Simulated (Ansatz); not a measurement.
A nudged elastic band was laid between two geometries of CH$_{6}$BFSi (10 atoms, charge 0, multiplicity 1).

These are results of RKS BHLYP/def2-SVP in Ansatz, not measurements.

```json
{"movable images": "5", "climbing image": "yes", "spring": "5.0 eV/Å²", "optimiser": "quadratic models (default)", "start path": "IDPP", "force threshold": "0.03 eV/Å", "iteration limit": "60", "end points": "relaxed"}
```

Image 0:

```xyz
10
Properties=species:S:1:pos:R:3
B -0.702 1.518 -0.708
Si 0.130 -0.318 -0.699
C 0.405 -0.897 1.091
F 1.108 0.088 1.759
H -0.486 2.318 -1.574
H -1.478 1.828 0.151
H 1.419 -0.387 -1.430
H -0.820 -1.265 -1.350
H -0.549 -1.052 1.608
H 0.972 -1.832 1.153
```

Image 6:

```xyz
10
Properties=species:S:1:pos:R:3
B -0.705 1.516 -0.710
Si 0.127 -0.320 -0.697
C 0.410 -0.894 1.093
F 1.118 0.093 1.753
H -1.469 1.835 0.156
H -0.503 2.306 -1.588
H 1.413 -0.390 -1.433
H -0.825 -1.269 -1.343
H -0.541 -1.048 1.616
H 0.976 -1.829 1.154
```

Which bonds break or form, and what moves?

No bond is made or broken. The dihedral H5–B1–Si2–C3 goes from 148 to -34°. The two ends are copies of one structure, up to a mirror image or an exchange of like atoms.

Give the energies along the band, and the barrier.

The forces met the threshold. The highest image is number 3 of 0 to 6, 0.033 eV above the ends, which have the same energy within 2 meV. A vibrational analysis at the climbing image gives one clearly imaginary mode, 104i cm⁻¹: a first-order saddle point.

```tsv
image	path coordinate (Å)	energy (eV)	dihedral H5–B1–Si2–C3 (°)
0	0.00	0.000	148
1	0.69	0.007	118
2	1.37	0.027	89
3	2.06	0.033	62
4	2.83	0.017	30
5	3.60	0.007	-2
6	4.36	0.000	-34
```

What is the geometry of the highest image?


```xyz
10
Properties=species:S:1:pos:R:3
B -0.902 1.404 -0.734
Si -0.084 -0.439 -0.648
C 0.665 -0.718 1.083
F 1.505 0.326 1.399
H -0.200 2.364 -0.589
H -2.067 1.595 -0.936
H 1.005 -0.543 -1.655
H -1.040 -1.551 -0.890
H -0.116 -0.784 1.849
H 1.235 -1.653 1.121
```

What are the harmonic wavenumbers there?

104i, 90, 159, 293, 440, 590, 633, 660, 740, 834, 901, 944, 984, 1117, 1211, 1289, 1360, 1518, 2267, 2271, 2648, 2745, 3125, 3183 cm⁻¹.

Time of the run: 91 s on 1 thread of Intel(R) Xeon(R) Platinum 8488C (Sapphire Rapids), with other jobs on the host, peak memory 0.27 GiB.
